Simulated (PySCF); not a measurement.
Species: C₄H₅F₃S (charge +1 and doublet state).
Cartesian coordinates in Å at the GFN2-xTB level; atoms count from 1:
```xyz
13
C4H5F3S angstrom
C     -1.6504    1.2990   -0.6405
C     -0.6283    0.5141   -0.2554
S      1.0086    1.0871   -0.4894
C      2.1032   -0.1699    0.1335
C     -0.8809   -0.8573    0.3690
F     -2.1690   -1.1240    0.4532
F     -0.2965   -1.8179   -0.3564
F     -0.3550   -0.9216    1.5975
H     -2.6800    0.9888   -0.5230
H     -1.4794    2.2693   -1.0813
H      1.9826   -1.1073   -0.4141
H      1.9241   -0.3643    1.1932
H      3.1167    0.2045   -0.0039
```

The hyperfine couplings belong to this conformer and change with its torsions.

The species is `FC(F)(C([S+]C)=C)F` [radical] (charge +1).

Method: PySCF, UKS B3LYP, pcH-1 on C F H S, non-relativistic, mean-field spin-orbit, GIAO. Isolated species at its GFN2-xTB geometry (one conformer only). Couplings are sensitive to structure, and on GFN2-xTB geometries they can be far from those on DFT ones, by a factor of two or more for some ions and for spin on atoms past the first row. Stability of the SCF solution: not tested.

(1) Break the g tensor into its mass correction, gauge correction and orbital-Zeeman/spin–orbit terms.

(2) What effective moment and Curie constant follow for a powder?

(3) Average each term over the three axes. Which is largest in size?

(4) In a frozen sample, at which fields do the three g values resonate at 9.5, 34, 94 and 263 GHz (hyperfine left aside), and which band first spreads them over more than twice a line width of 1.0 mT?

## Answers

(1) 
| Δg (ppt) | 1 | 2 | 3 |
| --- | --- | --- | --- |
| relativistic mass correction | -0.22 | -0.22 | -0.22 |
| gauge correction | 0.00 | 0.05 | 0.05 |
| orbital Zeeman/spin–orbit | -0.02 | 8.81 | 18.73 |
| total | -0.24 | 8.64 | 18.56 |

So g = 2.00208, 2.01096, 2.02088 and g_iso = 2.01131; the tensor is rhombic: the two nearest values differ by 47 % of g3 − g1. Axes: g2 points within 5° of the C1–H10 bond.

(2) With the mean of g² = 4.0454 and S(S+1) = 0.75: μ_eff = √(⟨g²⟩S(S+1)) = 1.742 μB and χT = 0.12505·⟨g²⟩·S(S+1) = 0.379 cm³ K/mol (cgs; spin-Hamiltonian part alone).

(3) The orbital-Zeeman/spin–orbit term 9.17, the mass correction -0.22 and the gauge correction 0.03 ppt, for a total of 8.99 ppt. The orbital-Zeeman/spin–orbit term is the largest in size. The mass correction is the same along every axis, so the anisotropy comes from the other two: their spans along these axes are 0.05 (gauge) and 18.75 ppt (orbital Zeeman/spin–orbit).

(4) 
| band | GHz | B(g3) mT | B(g2) mT | B(g1) mT | spread mT |
| --- | --- | --- | --- | --- | --- |
| X | 9.5 | 335.87 | 337.53 | 339.02 | 3.15 |
| Q | 34.0 | 1202.06 | 1207.99 | 1213.35 | 11.29 |
| W | 94.0 | 3323.35 | 3339.74 | 3354.55 | 31.20 |
| J | 263.0 | 9298.32 | 9344.16 | 9385.61 | 87.29 |

The spread grows in proportion to the frequency. X band is the first where it exceeds 2.0 mT.

The largest Mulliken spin populations are on S3 (+0.67), C1 (+0.40) and C2 (-0.06).

The HOMO–LUMO gaps are 6.37 eV among the α and 4.14 eV among the β orbitals.
